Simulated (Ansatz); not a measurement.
A made-up structure of CH₄GeSi, closed shell:

Si1  (-1.071, -1.955, -0.406)
C2  (0.699, 0.992, 0.025)
Ge3  (-0.464, -0.517, 0.100)
H4  (-2.166, -2.766, 0.179)
H5  (0.562, 1.545, -0.868)
H6  (0.444, 1.603, 0.853)
H7  (1.715, 0.703, 0.109)
(Å)

It is relaxed with PBE-D4/def2-SVP and then PBE0-D4/def2-TZVP (Ansatz 0.2.0). Atoms count as bonded within 1.22 times the sum of their covalent radii (H–H: 0.88 Å). The end point is not checked to be a true minimum.

(1) Does its bonding change? (A judgement: the text doesn't fix the answer.)

## Answers

(1) The calculation gives: Yes. Formed: Ge3–H4; broken: none.

Where it ends: The first stage lowers the energy by 5.01 eV in 8 steps. It ends as CH₄GeSi ([CH3][Ge]1[H][Si]1):
```json
{"atom": "Si1", "x (Å)": "-1.2437", "y (Å)": "-2.7114", "z (Å)": "-0.4675"}
{"atom": "C2", "x (Å)": "0.5884", "y (Å)": "0.8643", "z (Å)": "0.1313"}
{"atom": "Ge3", "x (Å)": "-0.0075", "y (Å)": "-0.9667", "z (Å)": "-0.2226"}
{"atom": "H4", "x (Å)": "-1.7564", "y (Å)": "-1.1731", "z (Å)": "-0.0313"}
{"atom": "H5", "x (Å)": "0.1208", "y (Å)": "1.5530", "z (Å)": "-0.5718"}
{"atom": "H6", "x (Å)": "0.3462", "y (Å)": "1.1450", "z (Å)": "1.1560"}
{"atom": "H7", "x (Å)": "1.6710", "y (Å)": "0.8934", "z (Å)": "-0.0028"}
```

Labels in which every atom is bracketed show which atoms are joined, not bond orders.

For scale, one of the runs: PBE0-D4/def2-TZVP relaxation, 140 basis functions, launched by `ansatz run in.yaml --threads 2 --pin off --events-out ev --progress --plain --max-ram 4352MiB`. The run took about 2.1 min on 2 CPU threads of an Arm Neoverse V2 (shared host).
